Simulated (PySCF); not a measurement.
## Computed properties of C2H6F2OSi, SMILES COC(F)(F)[SiH3]

C2H6F2OSi, SMILES COC(F)(F)[SiH3]. The structure is a stationary point at B3LYP-D3(BJ)/def2-SVP. The structure was generated by enumeration, and PubChem lists no compound with its InChIKey, so it may never have been made. The values are those of a single conformer. All values are computed for the isolated molecule unless a solvent is named; none is compared with measurement here.

**Structure.** All 30 harmonic modes at B3LYP-D3(BJ)/def2-SVP (PySCF) are real, so it is a minimum. With heavy atoms numbered as in [CH3:1][O:2][C:3]([F:4])([F:5])[SiH3:6], the shortest bond between them is O2–C3 at 1.353 Å and the longest C3–Si6 at 1.928 Å.

**Vibrations.** The strongest infrared lines (harmonic, unscaled, degenerate partners summed) lie at 1268 cm⁻¹ (274 km/mol, C 68 %, O 24 %), 915 cm⁻¹ (270 km/mol, H 89 %, Si 8 %), 1041 cm⁻¹ (201 km/mol, C 71 %, F 23 %). The softest mode is at 82 cm⁻¹ and the zero-point energy is 49.6 kcal/mol.

**Electronic structure.** r2SCAN/def2-TZVP (PySCF) places the frontier levels at -7.66 and 0.07 eV, a gap of 7.73 eV, and gives a dipole moment of 1.15 D and a mean polarisability of 58.1 bohr³. PBE/def2-TZVP (PySCF) at the same geometry gives -7.29 and -0.36 eV, so its gap is 0.80 eV narrower. An orbital gap is neither the optical nor the fundamental gap.

**Excitations.** TDDFT-B3LYP/def2-SVPD (PySCF) has S1 at 8.02 eV (155 nm, f = 0.002, dark); the most intense of the 10 singlets computed lies at 8.78 eV (f = 0.25). T1 (TDA) is at 7.70 eV. TDDFT-PBE/def2-SVPD (PySCF) puts S1 at 7.00 eV. No vertical singlet excitation falls in the visible range (under 3.1 eV).

**NMR.** GIAO shifts at HF/pcSseg-1 (PySCF) (non-relativistic, atoms alike by connectivity averaged): ¹³C from 47.7 to 119.3 ppm against TMS; ¹H from 3.9 to 4.1 ppm against TMS; ²⁹Si at -57.1 ppm against TMS; ¹⁹F at -75.4 ppm against CFCl3.

**Solvation.** SMD-PBE0/6-31G* (PySCF) gives 1.7 kcal/mol in water, -2.0 kcal/mol in acetone, -1.7 kcal/mol in ethylethanoate (1 M in both phases, gas-phase geometry).
